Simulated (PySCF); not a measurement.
## Computed properties of Ge(Br)(OH) (BrGeHO), SMILES [OH][Ge][Br]

Ge(Br)(OH) (BrGeHO), SMILES [OH][Ge][Br] (connectivity only; charge and spin as stated), neutral, multiplicity 1. The structure is a stationary point at B3LYP-D3(BJ)/def2-TZVP. The values are those of a single conformer. All values are computed for the isolated molecule unless a solvent is named; none is compared with measurement here.

**Structure.** The optimised structure has Cs symmetry. All 6 harmonic modes at B3LYP-D3(BJ)/def2-TZVP (PySCF) are real, so it is a minimum. With heavy atoms numbered as in [Ge:1]([Br:2])[OH:3], the shortest bond between them is Ge1–O3 at 1.796 Å and the longest Ge1–Br2 at 2.370 Å.

**Vibrations.** The strongest infrared lines (harmonic, unscaled, degenerate partners summed) lie at 671 cm⁻¹ (111 km/mol, O 78 %, Ge 19 %), 821 cm⁻¹ (108 km/mol, H 90 %, O 9 %), 437 cm⁻¹ (103 km/mol, H 92 %). The softest mode is at 183 cm⁻¹ and the zero-point energy is 8.8 kcal/mol.

**Electronic structure.** M06-2X/def2-TZVPD (PySCF) places the frontier levels at -8.70 and -1.69 eV, a gap of 7.01 eV, and gives a dipole moment of 3.34 D and a mean polarisability of 60.7 bohr³.

**Excitations.** TDDFT-CAM-B3LYP/def2-SVPD (PySCF) has S1 at 4.01 eV (309 nm, f = 0.024, weak); the most intense of the 10 singlets computed lies at 6.25 eV (f = 0.23). T1 (TDA) is at 2.91 eV. No vertical singlet excitation falls in the visible range (under 3.1 eV).

**NMR.** GIAO shifts at B3LYP/pcSseg-2 (PySCF) (non-relativistic, atoms alike by connectivity averaged): ¹H at 7.8 ppm against TMS. Without spin–orbit terms, shifts of atoms bonded to Cl or Br come out too high.
